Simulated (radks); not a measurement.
Results of a calculation; reference values are marked as such.
Q: Valence configurations of neutral iodine (all share [Kr]). Level of theory: scalar-relativistic Kohn-Sham, LDA (Slater exchange, Perdew-Wang correlation), spin-unpolarised, spherical densities, finite nucleus; Fermi nuclear charge, rms radius 4.75 fm (a radial shooting solver on a logarithmic mesh with Libxc functionals). Order these by energy: 4d10 5s1.5 5p5.5; 4d10 5s1 5p6; 4d9.5 5s2 5p5.5; 4d9 5s2 5p6; 4d10 5s2 5p5.

A: From the lowest, in eV above it: 4d10 5s2 5p5 0.000; 4d10 5s1.5 5p5.5 5.231; 4d10 5s1 5p6 10.513; 4d9.5 5s2 5p5.5 22.215; 4d9 5s2 5p6 45.783. NIST lists [Kr] 4d10 5s2 5p5 as the ground configuration; this level of theory agrees among the configurations tried. The energies are those of spherical spin-averaged densities, not of single terms.
